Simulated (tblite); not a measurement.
Species: C3H6O2Si.
SMILES with atom numbers: `[CH2:1]=[C:2]1[CH2:3][Si@@H:4]([OH:5])[O:6]1` (hydrogens: H7, H8 on C1; H9, H10 on C3; H11 on Si4; H12 on O5)

Structure used (GFN2-xTB), in Å, numbered top down from 1:
```xyz
12
C3H6O2Si angstrom
C      1.9642    0.9382    0.1331
C      0.7862    0.3690   -0.0087
C      0.2093   -0.9238    0.5021
Si    -1.2968   -0.4042   -0.5566
O     -2.7453   -0.0338    0.0588
O     -0.2682    0.9058   -0.7375
H      2.1937    1.8818   -0.3275
H      2.7298    0.4652    0.7200
H      0.7839   -1.7984    0.2113
H      0.0968   -0.9339    1.5845
H     -1.5946   -1.1150   -1.7792
H     -2.8577    0.6484    0.7178
```

Method: GFN2-xTB as coded in tblite; computed harmonic values from a numerical Hessian at the method's own geometry, unscaled. Against measured fundamentals such values can be off by several per cent, at times by over 20. Modes of hydrogen on silicon can be 10 to 20 % off. One conformer, not necessarily the lowest.

Harmonic wavenumbers (cm⁻¹): 87.7, 165.5, 223.6, 277.8, 349.2, 449.7, 491.2, 567.2, 652.4, 697.8, 715.0, 743.8, 790.1, 818.5, 845.1, 908.5, 926.5, 963.1, 1048.9, 1143.3, 1187.4, 1379.6, 1442.9, 1764.6, 2420.6, 2995.4, 3023.9, 3123.0, 3156.4, 3641.6.

A = 8055, B = 1997, C = 1799 MHz; mass 102.014 u (most abundant isotopes); point group C1, symmetry number 1.

Zero-point energy?

½Σν̃ = 18500 cm⁻¹ = 52.89 kcal/mol.

Give the ideal-gas entropy at 273.15 K and 1 bar in the rigid-rotor, harmonic-oscillator model (classical rotation).

Translation 39.37, rotation 26.55, vibration 13.53: S = 79.4 cal/(mol K).

And Cp and H(273.15 K) − H(0)?

Cp = 26.31 cal/(mol K), of which vibrations give 18.36 (their classical limit is 30 R = 59.6); H(273.15 K) − H(0) = 4.38 kcal/mol without the zero-point energy, 2.21 from vibrations.

What must be added to the electronic energy to get the Gibbs energy at 273.15 K and 1 bar?

ZPE + [H(273.15 K) − H(0)] − T·S = 52.89 + 4.38 − 21.70 = 35.57 kcal/mol.

Blend soft modes into free rotors: weight 1/[1 + (100 cm⁻¹/ν̃)⁴] for the oscillator and the rest for a rotor with moment μB/(μ + B), μ = h/(8π²ν), B = 10⁻⁴⁴ kg m². What vibrational entropy results?

13.14 cal/(mol K) in place of 13.53, which changes −T·S at 273.15 K by +0.11 kcal/mol.

How do the functions run with temperature in this model?

```json
{"T (K)": "50", "S (cal/(mol K))": "53.2", "Cp (cal/(mol K))": "9.7", "H − H(0) (kcal/mol)": "0.42", "G − H(0) (kcal/mol)": "-2.23", "ln q(vib)": "0.09"}
{"T (K)": "100", "S (cal/(mol K))": "60.9", "Cp (cal/(mol K))": "13.1", "H − H(0) (kcal/mol)": "0.99", "G − H(0) (kcal/mol)": "-5.10", "ln q(vib)": "0.50"}
{"T (K)": "298.15", "S (cal/(mol K))": "81.8", "Cp (cal/(mol K))": "28.2", "H − H(0) (kcal/mol)": "5.06", "G − H(0) (kcal/mol)": "-19.34", "ln q(vib)": "3.12"}
{"T (K)": "373.15", "S (cal/(mol K))": "88.7", "Cp (cal/(mol K))": "33.2", "H − H(0) (kcal/mol)": "7.37", "G − H(0) (kcal/mol)": "-25.74", "ln q(vib)": "4.29"}
{"T (K)": "500", "S (cal/(mol K))": "99.4", "Cp (cal/(mol K))": "39.8", "H − H(0) (kcal/mol)": "12.02", "G − H(0) (kcal/mol)": "-37.68", "ln q(vib)": "6.34"}
{"T (K)": "750", "S (cal/(mol K))": "117.2", "Cp (cal/(mol K))": "48.0", "H − H(0) (kcal/mol)": "23.09", "G − H(0) (kcal/mol)": "-64.85", "ln q(vib)": "10.30"}
{"T (K)": "1000", "S (cal/(mol K))": "131.8", "Cp (cal/(mol K))": "53.1", "H − H(0) (kcal/mol)": "35.77", "G − H(0) (kcal/mol)": "-96.03", "ln q(vib)": "13.96"}
```

q(vib) and H(0) count from the zero-point level.

Hindered rotation and anharmonicity are outside this model. Other conformers, if any are populated, would add a mixing term that is left out. The structure is chiral; the term R ln 2 for an equal mix with its mirror image is left out.
